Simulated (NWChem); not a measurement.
C$_{2}$H$_{2}$BrCl; SMILES C=C(Cl)Br

```xyz
6

C     -1.8136     0.8044     0.0000
C     -0.5030     0.5711     0.0000
Cl     0.6706     1.8299     0.0000
Br     0.2110    -1.1713     0.0000
H     -2.5249    -0.0223     0.0000
H     -2.1849     1.8309     0.0000
```
Atoms are numbered in this order, from 1.

Coordinates come from a PBE0/def2-SVP optimisation.

Spin-orbit effects, on the heavy nuclei and on their neighbours, are missing.

Q: Give the principal values of the shielding tensors (ppm) of C1, C2, Cl3, Br4 from Hartree-Fock/6-31G* (spherical d), GIAO (NWChem), with their diamagnetic and paramagnetic parts as GIAO splits them.

A: 
| atom | σ11 | σ22 | σ33 | isotropic | diamagnetic | paramagnetic |
|---|---|---|---|---|---|---|
| C1 | -40.1 | 108.5 | 154.0 | 74.1 | 258.4 | -184.2 |
| C2 | -37.4 | 116.0 | 117.5 | 65.3 | 259.6 | -194.3 |
| Cl3 | 540.3 | 600.9 | 1049.8 | 730.3 | 1145.3 | -415.0 |
| Br4 | 1614.1 | 1850.2 | 3004.4 | 2156.3 | 3119.3 | -963.1 |
